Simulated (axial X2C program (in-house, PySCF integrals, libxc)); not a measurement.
## What spin–orbit coupling does to CsSe

All values were computed with an axial X2C code built on PySCF integrals. Spin-free means the one-electron spin-free X2C Hamiltonian; two-component (2c) means X2C with spin–orbit coupling and atomic mean-field two-electron Coulomb and Gaunt terms, so the difference of the two also holds small scalar two-electron terms. Basis: Cs dyall-cv3z [15s15p9d4f1g], Se dyall-cv3z [8s9p6d4f1g] (cores contracted in-house); Gaussian nuclei, density fitting, unrestricted open shells. Masses: Cs 132.905 u, Se 79.917 u.

Spin-free state: M_S = 1/2, Λ = 1 (beyond evenly filled blocks: π+α, π+β, π-α); fragments Cs + Se.

```csv
level,Re (Å),ωe (cm⁻¹),De (eV),μ (D)
PBE0,3.188,135.0,2.581,-10.48
HF,3.320,124.9,1.530,-12.21
MP2,3.220,134.8,2.394,n/a
CCSD,3.242,132.7,2.348,n/a
CCSD(T),3.235,133.4,2.377,n/a
BP86,3.199,131.5,2.638,-10.05
```

Correlated methods: 15 electrons correlated (number of frozen shells: Cs 4 s, 3 p, 2 d; Se 3 s, 2 p, 1 d), 311 virtual spin orbitals or spinors in MP2, 90 natural virtuals in coupled cluster.

Dipoles are positive if Se is the positive end.

(1) Within this multiplet, which Ω should lie lowest by the rule for regular and inverted multiplets?

Two-component determinant lowest at the distance of the search:

Ω = 3/2 (⟨Sz⟩ = 0.50, ⟨Lz⟩ = 1.00 at HF); fragments Cs + Se.

```csv
level,Re (Å),ωe (cm⁻¹),De (eV),μ (D)
PBE0,3.187,134.9,2.621,-10.45
HF,3.319,124.9,n/a,-12.19
MP2,3.219,134.7,2.364,n/a
CCSD,3.241,132.7,2.324,n/a
CCSD(T),3.234,133.3,2.348,n/a
BP86,3.198,131.4,2.672,-10.01
```

(2) From the two tables, how do the constants change at the CCSD(T) level (2c against spin-free)?

One determinant describes the state; a PBE0 search over occupations chose it and may have missed a lower one. Dissociation energies refer to the lowest single-determinant-based atoms at the same level and basis. De is not given where an atomic determinant may have missed its ground term or J level, or where the truncated virtual space spoils (T). Density functionals use the spin component along the axis (collinear). CCSD and (T) use frozen natural virtuals with an MP2 correction for the truncation; (T) itself is uncorrected, so its De runs slightly low. Other states lie close and PBE0, whose exact exchange favours high spin, may order them wrongly; the determinant shown need not be the ground state. The nearest other spin-free determinant of the search, M_S = 1/2, Λ = 0, lies 0.13 eV up at the distance of the search. The functionals have no current-density term, which raises determinants with orbital currents, atoms included. At some level and bond length an empty orbital lies below a filled one.

Results:

(1) The open π shell holds three electrons, one hole, so the multiplet is inverted: Ω = Λ + 1/2 = 3/2. The PBE0 2c search agrees.

(2) At the CCSD(T) level Re decreases by 0.001 Å and ωe stays the same within 0.2 cm⁻¹; De changes by -0.029 eV.
